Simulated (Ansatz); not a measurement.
This geometry of F4H2OW + H (9 atoms, charge 0, multiplicity 2) is a first-order saddle point.

Level of theory: UKS PBE/def2-SVP (Ansatz 0.2.0).

```xyz
9
Properties=species:S:1:pos:R:3
W 0.023 -0.025 -0.005
F 0.344 0.355 1.884
H 1.681 -0.393 0.224
F 0.150 1.858 -0.126
F -1.700 -0.377 0.697
F 0.059 -1.887 -0.256
O 0.142 0.128 -1.873
H 0.368 0.960 -2.334
H -0.670 0.173 2.992
```

Task: Which two structures does it join? (They come from a converged band through this point; their orientation in space is the band's.)

Result: Bonds formed: F2–H9. F4H2OW + H becomes F4H3OW.

Initial state:

```xyz
9
Properties=species:S:1:pos:R:3
W 0.036 0.013 -0.145
F 0.356 0.434 1.656
H 1.699 -0.377 0.025
F 0.303 1.871 -0.342
F -1.720 -0.359 0.447
F 0.085 -1.845 -0.391
O 0.083 0.129 -2.022
H 0.265 0.946 -2.528
H -0.710 -0.019 4.503
```

Final state:

```xyz
9
Properties=species:S:1:pos:R:3
W 0.004 -0.021 -0.121
F 0.439 -0.065 2.250
H 1.664 -0.017 0.259
F 0.026 1.900 -0.165
F -1.564 0.058 0.988
F -0.050 -1.925 -0.047
O 0.156 0.004 -1.975
H 0.222 0.878 -2.418
H -0.500 -0.019 2.433
```

Task: How far does it lie above each of them?

Result: 0.266 eV above the first and 1.600 eV above the second. This is the barrier of this one path; another mechanism may lie lower.

Time of the run: 8.7 min on 4 threads of Arm Neoverse V1 (shared host), peak memory 0.31 GiB.
